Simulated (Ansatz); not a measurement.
`C/C=C\[SiH2]Cl` → `C=C[SiH2]Cl` + `[CH2]` (triplet) at 400 K and 1 bar (formal loss of a carbene).

Gas-phase electronic energies from Ansatz, PBE0-D4/def2-TZVP geometries. CCSD(T)/CBS adds triple-zeta CCSD(T) − MP2 to the extrapolated MP2 energy (def2 sets, frozen cores). This one scheme is used for every species. Triplets are unrestricted, without spin–orbit coupling. One conformer a species, not always the lowest.

| species | CCSD(T)/CBS energy (Eh) | H − E (kJ/mol) | S (J/(mol·K)) |
| --- | --- | --- | --- |
| `C/C=C\[SiH2]Cl` | -867.26174 | 268.5 | 390.5 |
| `C=C[SiH2]Cl` | -827.99751 | 188.1 | 348.1 |
| `[CH2]` (triplet) | -39.09499 | 59.0 | 205.7 |

H − E and S are ideal-gas, rigid-rotor, harmonic terms from PBE0-D4/def2-TZVP, for one conformer and one mirror image of each species, with the whole ground term of open shells counted as degenerate. 1 Eh = 2625.50 kJ/mol, R = 8.31446 J/(mol·K).

Problem. By hand: ΔE, ΔH, ΔS and ΔG.

Solution. ΔE = (-827.99751) + (-39.09499) − (-867.26174) = 0.16924 Eh = 444.3 kJ/mol. Δ(H − E) = 188.1 + 59.0 − 268.5 = -21.4, so ΔH = 422.9 kJ/mol. ΔS = 348.1 + 205.7 − 390.5 = 163.3 J/(mol·K). ΔG = 422.9 − 400 × (163.3)/1000 = 357.6 kJ/mol.

Problem. By hand: the equilibrium constant, and the temperature at which ΔG would vanish if ΔH and ΔS stayed fixed.

Solution. log₁₀ K = −ΔG/(RT ln 10) = -46.7. ΔG = 0 at ΔH/ΔS = 2590 K, far beyond where these terms or the molecules hold.

The number of gas molecules changes by +1, which sets the sign of ΔS. A doubt of 5 kJ/mol in ΔE shifts log₁₀ K by 0.7 here. Other conformers and mirror images would add mixing entropy, several J/(mol·K) or more a flexible species. Modes under 60 cm⁻¹, often nearly free rotors, make the harmonic entropy too high. A triplet takes part, so the spin changes. These are equilibria of isolated gas molecules and say nothing of rates. Largest T1 diagnostic: 0.011 (customary marks: 0.02 for closed shells, 0.045 for open ones).
